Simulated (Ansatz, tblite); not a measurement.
Cost and result up the ladder for MoO₃⁺ (the lowest doublet isomer of a short search) (4 atoms). The state is a doublet with charge 1. Geometry: B3LYP-D4/def2-TZVP.

```xyz
4

Mo   -0.034   -0.474    0.194
O    -0.703    0.633    1.244
O     1.624    0.207   -0.204
O    -0.887   -0.366   -1.234
```

Ansatz on 4 threads of Arm Neoverse V2 on a shared host; xTB runs through tblite on one thread. Times are rough, summed over both states, and most runs start from the orbitals of an earlier one. RPA@PBE/def2-TZVP serves as the yardstick here, not as an exact answer. The other state is a quartet at its own geometry.

In the def2 sets Mo takes a core potential; there is no spin–orbit coupling. The xTB rows come from tblite. LC-ωPBE has ω = 0.4 bohr⁻¹. Correlated methods freeze 3 core orbitals; core or outer-core shells of Mo are correlated, in sets that lack core-valence functions. The structure comes from a short search, and lower isomers may exist.

Run but left out: HF/STO-3G, HF/def2-TZVP, MP2/def2-TZVP (doublet: ⟨S²⟩ 1.97 to 2.27, where a pure state has 0.75); HF/def2-TZVPP, MP2/def2-TZVPP, CCSD/def2-TZVPP, CCSD(T)/def2-TZVPP (flagged by the program: large difference).

Second-order perturbation terms are unreliable where d shells bring near-degenerate states, and here B2PLYP/def2-TZVP lies more than 0.4 eV from the median of the functionals without such a term.

Correlated methods converge slowly with the basis.

xTB has no spin-polarisation term.

```
                            level  functions  wall time  quartet − doublet (eV)  difference from RPA@PBE/def2-TZVP (eV)                                  remarks
                         GFN1-xTB         21    0.004 s                    3.98                                    1.64                                        –
                         GFN2-xTB         21    0.004 s                    1.65                                   -0.69                                        –
                 PBE-D4/def2-TZVP        133      3.2 s                    2.54                                    0.20                                        –
                RPA@PBE/def2-TZVP        133      4.8 s                    2.34                                    0.00                                        –
                PBE0-D4/def2-TZVP        133        8 s                    2.16                                   -0.18                                        –
                LC-ωPBE/def2-TZVP        133        8 s                    2.08                                   -0.26                                        –
               BHLYP-D4/def2-TZVP        133      9.7 s                    1.54                                   -0.80                                        –
                 B2PLYP/def2-TZVP        133       13 s                    2.61                                    0.27  spin-contaminated (⟨S²⟩ 0.85) (doublet)
r2SCAN-D4/def2-TZVP (with forces)        133       15 s                    2.27                                   -0.07                                        –
             r2SCAN0-D4/def2-TZVP        133       16 s                    1.90                                   -0.44                                        –
```
